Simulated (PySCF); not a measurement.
C8H12F2.
Numbering: `[F:1][CH2:2][C@H:3]1[CH2:4][C@:5]2([CH2:6][CH2:7][C@@H:8]2[F:9])[CH2:10]1` (hydrogens: H11, H12 on C2; H13 on C3; H14, H15 on C4; H16, H17 on C6; H18, H19 on C7; H20 on C8; H21, H22 on C10)

A GFN2-xTB structure was refined with PBE0-D3(BJ)/def2-SVP geometry optimisation, gas phase (PySCF 2.14.0). Its GFN2-xTB values:

```json
{"coordinate": "F1–C2", "GFN2-xTB": "1.386 Å"}
{"coordinate": "C2–C3", "GFN2-xTB": "1.529 Å"}
{"coordinate": "C2–H12", "GFN2-xTB": "1.085 Å"}
{"coordinate": "C3–C4", "GFN2-xTB": "1.496 Å"}
{"coordinate": "C4–C5", "GFN2-xTB": "1.551 Å"}
{"coordinate": "C4–H14", "GFN2-xTB": "1.079 Å"}
{"coordinate": "C4–H15", "GFN2-xTB": "1.085 Å"}
{"coordinate": "C5–C6", "GFN2-xTB": "1.544 Å"}
{"coordinate": "C5–C8", "GFN2-xTB": "1.520 Å"}
{"coordinate": "C6–H17", "GFN2-xTB": "1.087 Å"}
{"coordinate": "C7–C8", "GFN2-xTB": "1.534 Å"}
{"coordinate": "C7–H19", "GFN2-xTB": "1.090 Å"}
{"coordinate": "C8–F9", "GFN2-xTB": "1.384 Å"}
{"coordinate": "C8–H20", "GFN2-xTB": "1.090 Å"}
{"coordinate": "C10–H21", "GFN2-xTB": "1.085 Å"}
{"coordinate": "C10–H22", "GFN2-xTB": "1.088 Å"}
{"coordinate": "F1–C2–C3", "GFN2-xTB": "111.8°"}
{"coordinate": "C4–C3–C10", "GFN2-xTB": "91.4°"}
{"coordinate": "C4–C5–C6", "GFN2-xTB": "124.2°"}
{"coordinate": "C4–C5–C8", "GFN2-xTB": "120.7°"}
{"coordinate": "C6–C5–C8", "GFN2-xTB": "89.5°"}
{"coordinate": "C6–C7–C8", "GFN2-xTB": "89.2°"}
{"coordinate": "C7–C8–F9", "GFN2-xTB": "114.0°"}
{"coordinate": "C8–C5–C10", "GFN2-xTB": "117.4°"}
{"coordinate": "C4–C5–C6–C7", "GFN2-xTB": "140°"}
{"coordinate": "C4–C5–C8–C7", "GFN2-xTB": "-142°"}
{"coordinate": "C5–C6–C7–C8", "GFN2-xTB": "-12°"}
{"coordinate": "C6–C7–C8–F9", "GFN2-xTB": "132°"}
```

Q: How do these coordinates change at the PBE0-D3(BJ)/def2-SVP level?

A: 
```csv
coordinate,PBE0-D3(BJ)/def2-SVP (Å or °),change
C3–C4,1.544,+0.048
C4–H14,1.102,+0.023
C2–C3,1.508,-0.021
C2–H12,1.103,+0.018
C4–C5,1.533,-0.018
C5–C8,1.536,+0.016
C4–H15,1.100,+0.015
C10–H21,1.100,+0.015
C8–H20,1.104,+0.014
C6–H17,1.101,+0.014
C10–H22,1.101,+0.013
C8–F9,1.372,-0.012
F1–C2,1.376,-0.010
C7–H19,1.100,+0.010
C7–C8,1.525,-0.009
C5–C6,1.538,-0.006
C7–C8–F9,117.4,+3.4
C6–C5–C8,86.8,-2.7
C4–C3–C10,88.9,-2.5
C4–C5–C6,126.4,+2.2
C6–C7–C8,87.1,-2.1
C8–C5–C10,115.4,-2.0
F1–C2–C3,110.1,-1.7
C4–C5–C8,122.2,+1.5
C6–C7–C8–F9,142,+10
C4–C5–C8–C7,-153,-11
C4–C5–C6–C7,149,+9
C5–C6–C7–C8,-21,-9
```

The energy falls by 4.7 kcal/mol over 14 energy and gradient evaluations, the largest force component goes from 0.0297 to 3.5e-04 Eh/bohr, and the atoms move by 0.237 Å rms after alignment. The bond that changes most is C3–C4 (both ends four-membered-ring carbon), which lengthens by 0.048 Å. Bonds longer at the end by more than 0.005 Å: 10 of 23; shorter: 7. Among the dihedrals that turn most is H19–C7–C8–H20, from 140° to 157°. Rotational constants go from 2502, 832.8, 731.1 to 2420, 905.2, 780.6 MHz.

The run used 200 basis functions and 81 SCF cycles in all.

Stationary, but not proved a minimum. One conformer, not necessarily the lowest.
